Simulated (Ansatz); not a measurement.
Reaction (ligand exchange at a Ga–Br bond): `[OH][Ga]([Cl])[Br]` + silanol → `[OH][Ga]([Cl])[O][SiH3]` + HBr

Gas-phase electronic energies from Ansatz, PBE0-D4/def2-TZVP geometries. CCSD(T)/CBS is the MP2 limit (def2-TZVPP, def2-QZVPP) plus CCSD(T) − MP2 in def2-TZVPP, frozen cores. DFT in def2-TZVPP. For Br, Ga outer-core shells are correlated without core-valence functions, which leaves a few kJ/mol of doubt a bond. Scalar relativity is left out up to krypton. One conformer a species, not always the lowest.

(1) Is it downhill or uphill in electronic energy at CCSD(T)/CBS, and by how much? (Best estimate.)

(2) What do these levels give: B2PLYP, PBE0, MP2/def2-TZVPP, SCS-MP2/def2-TZVPP, HF/def2-QZVPP, HF/CBS(def2)? (Estimate.)

Largest T1 diagnostic among the species: 0.013.

Results:

(1) Ansatz gave: Uphill: ΔE = +52.6 kJ/mol.

(2) Computed: B2PLYP 53.7, PBE0 63.4, MP2/def2-TZVPP 51.0, SCS-MP2/def2-TZVPP 47.8, HF/def2-QZVPP 55.6, HF/CBS(def2) 55.3 kJ/mol.

In def2-TZVPP, CCSD(T) changes the Hartree–Fock value by −9.8 kJ/mol (the triples alone add −0.5 kJ/mol) and MP2 by −6.9 kJ/mol. The D4 term adds −3.7 kJ/mol with B3LYP and −2.4 kJ/mol with PBE0; it sums over pairs of atoms, weighted by their polarisabilities, and B3LYP, whose exchange is more repulsive, gets the larger term.

B3LYP here is the variant with VWN-RPA as its local correlation; programs differ in this.
